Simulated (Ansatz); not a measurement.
This geometry of a periodic cell of 33 atoms, Al$_{32}$O (host Al, host structure fcc, interstitial O) is a first-order saddle point.

Level of theory: DFT LDA, scalar-relativistic, plane waves, PAW (Ansatz). Settings: cutoff 420 eV, k mesh 3x3x3, fermi-dirac smearing 0.05 eV, no spin polarisation.

```xyz
33
Lattice="8.1000 0.0000 0.0000 0.0000 8.1000 0.0000 0.0000 0.0000 8.1000" Properties=species:S:1:pos:R:3
Al 4.044 0.042 0.000
Al 6.034 2.032 0.000
Al 6.163 -0.086 1.867
Al 0.093 -0.022 0.000
Al 2.074 2.025 0.000
Al 4.051 4.002 0.000
Al 6.098 5.984 0.000
Al 2.037 0.032 2.063
Al 4.045 2.030 2.193
Al 6.045 4.039 2.063
Al 4.030 -0.319 4.050
Al 6.394 2.046 4.050
Al 6.163 -0.086 6.233
Al -0.011 4.047 0.000
Al 2.029 6.088 0.000
Al -0.001 2.007 1.926
Al 2.032 4.044 2.003
Al 4.069 6.077 1.925
Al -0.006 -0.056 4.050
Al 1.836 2.085 4.050
Al 3.990 4.241 4.050
Al 6.133 6.082 4.050
Al 2.037 0.032 6.037
Al 4.045 2.030 5.907
Al 6.045 4.039 6.037
Al 0.039 6.038 1.998
Al 0.028 4.123 4.050
Al 1.952 6.049 4.050
Al -0.001 2.007 6.174
Al 2.032 4.044 6.097
Al 4.069 6.077 6.175
Al 0.039 6.038 6.102
O 4.694 1.382 4.050
```

Problem. Which two structures does it join? (They come from a converged band through this point; their orientation in space is the band's.)

Solution. The atom that moves furthest is O33, by 2.02 Å; four of its nearest neighbours are Al24 1.89, Al12 1.89, Al11 1.89, Al13 1.89 Å at the first end and Al12 1.89, Al9 1.89, Al11 1.89, Al3 1.89 Å at the last.

First end point:

```xyz
33
Lattice="8.1000 0.0000 0.0000 0.0000 8.1000 0.0000 0.0000 0.0000 8.1000" Properties=species:S:1:pos:R:3
Al 4.045 -0.008 0.022
Al 6.086 2.032 0.022
Al 6.085 -0.007 1.999
Al 0.027 0.001 0.023
Al 2.002 2.024 0.023
Al 4.053 4.075 0.023
Al 6.076 6.049 0.023
Al 2.003 0.001 1.998
Al 4.046 2.032 1.998
Al 6.076 4.075 1.998
Al 3.974 -0.077 3.972
Al 6.155 2.103 3.970
Al 6.154 -0.078 6.152
Al 0.015 4.062 0.010
Al 2.016 6.063 0.010
Al 0.027 2.023 1.999
Al 2.015 4.062 2.011
Al 4.053 6.050 1.999
Al 0.027 -0.007 4.041
Al 2.004 2.033 4.040
Al 4.045 4.075 4.041
Al 6.085 6.051 4.041
Al 2.004 -0.008 6.081
Al 3.975 2.101 6.150
Al 6.085 4.074 6.080
Al 0.015 6.063 2.011
Al 0.027 4.075 4.050
Al 2.002 6.049 4.049
Al 0.028 2.032 6.080
Al 2.003 4.075 6.072
Al 4.046 6.050 6.080
Al 0.027 6.050 6.072
O 5.066 1.013 5.060
```

Last end point:

```xyz
33
Lattice="8.1000 0.0000 0.0000 0.0000 8.1000 0.0000 0.0000 0.0000 8.1000" Properties=species:S:1:pos:R:3
Al 4.044 -0.008 -0.022
Al 6.084 2.032 -0.022
Al 6.153 -0.078 1.949
Al 0.026 0.000 -0.023
Al 2.001 2.023 -0.023
Al 4.052 4.074 -0.023
Al 6.075 6.049 -0.023
Al 2.002 -0.008 2.019
Al 3.974 2.101 1.950
Al 6.084 4.074 2.019
Al 3.973 -0.078 4.128
Al 6.153 2.102 4.129
Al 6.083 -0.008 6.101
Al 0.013 4.061 -0.010
Al 2.014 6.062 -0.010
Al 0.026 2.031 2.020
Al 2.001 4.074 2.028
Al 4.044 6.049 2.020
Al 0.026 -0.008 4.059
Al 2.002 2.032 4.059
Al 4.044 4.074 4.059
Al 6.084 6.050 4.059
Al 2.001 0.000 6.102
Al 4.044 2.031 6.102
Al 6.075 4.074 6.102
Al 0.026 6.050 2.028
Al 0.026 4.074 4.050
Al 2.001 6.049 4.050
Al 0.026 2.023 6.101
Al 2.014 4.061 6.089
Al 4.052 6.050 6.101
Al 0.013 6.062 6.089
O 5.064 1.012 3.040
```

Problem. How far does it lie above each of them?

Solution. 0.98 eV above the first and 0.98 eV above the second. This is the barrier of this one path; another mechanism may lie lower. Limits of this set-up: coarse k mesh, a small cell, in which the defect meets its images, a typed lattice constant that wasn't relaxed here.

Run time: 18 min on 4 threads of AMD EPYC 7B13 (Zen 3), with other jobs on the host, peak memory 4.2 GiB.
